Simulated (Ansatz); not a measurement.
Basis sets compared for Si2Au. The state is a doublet with charge 0. Geometry PBE-D4/def2-TZVP. Ansatz on 4 threads of Arm Neoverse V2 on a shared host; times are rough, and most runs start from earlier orbitals.

```xyz
3

Au    0.3098    0.9303    1.0294
Si   -1.1927   -0.0736   -0.5562
Si    0.8829   -0.8567   -0.4732
```

In the def2 sets Au takes a core potential; there is no spin–orbit coupling. The structure comes from a short search, and lower isomers may exist.

Binding counts from free atoms (Au doublet, Si triplet) in the same basis, without a counterpoise term.

| level | functions | energy (Eh) | HOMO (eV) | LUMO (eV) | binding per atom (eV) | wall time |
| --- | --- | --- | --- | --- | --- | --- |
| PBE-D4/def2-SVP | 68 | -714.2426 | -4.78 | -4.53 | 2.31 | 2.2 s |
| PBE-D4/def2-TZVP | 114 | -714.4526 | -4.76 | -4.48 | 2.37 | 3.7 s |
| r2SCAN-D4/def2-TZVP | 114 | -714.6954 | -4.91 | -4.28 | 2.30 | 12 s |
| PBE0-D4/def2-SVP | 68 | -714.2337 | -5.58 | -3.72 | 2.11 | 2 s |
| PBE0-D4/def2-TZVP (with forces) | 114 | -714.4422 | -5.53 | -3.63 | 2.19 | 13 s |

Task: Estimate the rows for PBE-D4/def2-TZVPD, r2SCAN-D4/def2-TZVPD, PBE0-D4/def2-TZVPD.

Result: 
| level | functions | energy (Eh) | HOMO (eV) | LUMO (eV) | binding per atom (eV) | wall time |
| --- | --- | --- | --- | --- | --- | --- |
| PBE-D4/def2-TZVPD | 129 | -714.4540 | -4.77 | -4.49 | 2.38 | 4.4 s |
| r2SCAN-D4/def2-TZVPD | 129 | -714.6968 | -4.92 | -4.28 | 2.32 | 13 s |
| PBE0-D4/def2-TZVPD | 129 | -714.4434 | -5.54 | -3.64 | 2.20 | 6 s |
